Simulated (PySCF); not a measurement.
## Correlation energy of Ta(64+) (tantalum, charge +64)

Starting occupation: [He] 2s2 2p5, 2p1/2 with m_j = -1/2, +1/2, 2p3/2 with m_j = -1/2, +1/2, +3/2. All numbers are calculated (PySCF 2.14, X2C-1e with screened-nucleus spin-orbit coupling, Gaussian nucleus, in an uncontracted even-tempered set (17 s from 48 bohr⁻², ratio 2.4; 13 p from 62 bohr⁻², ratio 2.4; 5 d from 220 bohr⁻², ratio 2.6; 4 f from 320 bohr⁻², ratio 2.6)). Frozen: nothing; 9 electrons correlated; the 30 highest virtual spinors left out.

MP2 pair energies summed by pair of shells (mhartree):

```tsv
pair	energy	share (%)
2p1/2-2p3/2	-82.50	21.4
2p3/2-2s1/2	-58.44	15.2
1s1/2-1s1/2	-56.64	14.7
2p3/2-2p3/2	-50.99	13.2
2p1/2-2s1/2	-35.75	9.3
2p1/2-2p1/2	-25.40	6.6
1s1/2-2p3/2	-23.41	6.1
1s1/2-2p1/2	-21.05	5.5
1s1/2-2s1/2	-17.04	4.4
2s1/2-2s1/2	-14.21	3.7
```

Total MP2 correlation energy: -385.42 mhartree.

At this charge the one-electron X2C treatment keeps the bare 1/r₁₂, with no two-electron picture change or Breit term. That inflates the 1s pair energies well beyond their four-component values.
